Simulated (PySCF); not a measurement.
## Vertical excitation energies

C₂H₉ClOSi₂.
Z-matrix (Å and degrees, PBE0-D3(BJ)/def2-SVP geometry), rows numbered from 1:
```
C 
Si  1  1.8663
O   2  1.6689  1  110.78
Si  3  1.6470  2  146.01  1   -51.63
C   4  1.8892  3  109.88  2   -47.26
Cl  5  1.7950  4  109.75  3    59.09
H   1  1.1018  2  110.51  3  -179.11
H   1  1.1008  2  110.97  3   -59.15
H   1  1.1005  2  110.30  3    61.21
H   2  1.4941  1  111.00  3  -121.51
H   2  1.4928  1  110.67  3   117.85
H   4  1.4920  3  108.98  2  -165.80
H   4  1.4922  3  111.10  2    72.72
H   5  1.1000  4  111.78  3   -60.11
H   5  1.1006  4  111.81  3   178.54
```

The calculation used PySCF 2.14.0, density-fitted response routines, TDDFT CAM-B3LYP/def2-SVPD, vertical, gas phase, core orbitals frozen in the response.

| state | E (eV) | E (kJ/mol) | λ (nm) | f | main configurations (H = HOMO, L = LUMO) |
| --- | --- | --- | --- | --- | --- |
| S1 | 6.71 | 647 | 184.8 | 0.022 | H→L (77%) |
| S2 | 7.17 | 692 | 173.0 | 0.0040 | H-2→L (58%), H-3→L (18%) |
| S3 | 7.54 | 727 | 164.4 | 0.0066 | H→L+1 (50%), H→L+2 (26%) |
| S4 | 7.65 | 739 | 162.0 | 0.0094 | H-1→L+2 (34%), H-1→L (26%), H-1→L+1 (16%) |
| S5 | 7.77 | 749 | 159.6 | 0.018 | H→L+2 (30%), H→L+1 (22%), H→L+3 (13%) |
| S6 | 8.12 | 784 | 152.6 | 0.0075 | H-1→L (27%), H-1→L+1 (17%), H-2→L+1 (12%) |

The lowest singlet lies at 6.71 eV (185 nm, vacuum ultraviolet) and is weak; its leading configuration is HOMO→LUMO (77%). The lowest level is also the most intense of those listed (f = 0.022). Löwdin shares by element: HOMO chlorine 41%, carbon 19% or more, silicon 11% or more, oxygen 10% (atoms not listed hold the other 19%); LUMO chlorine 36%, carbon 16% or more, silicon 15% or more, hydrogen 7% or more (atoms not listed hold the other 26%). The oscillator strengths of these states sum to 0.067; summed over the whole spectrum of an exact calculation they would give the number of electrons, 74 (Thomas–Reiche–Kuhn). Orbital energies (eV): HOMO-3 -10.34, HOMO-2 -10.08, HOMO-1 -9.87, HOMO -9.49, LUMO 0.86, LUMO+1 1.11, LUMO+2 1.32. The listed states span 1.41 eV, and the widest gap between neighbours is 0.46 eV (S1 to S2). No computed singlet lies in the visible range (380 to 750 nm); the lowest, at 185 nm, stands 3.45 eV above its violet end (3.26 eV). The window holds the lowest 6 singlets.

One conformer stands for the species.

Without π bonds the low states are Rydberg-like; a valence basis with one diffuse set may place them up to an eV too high.
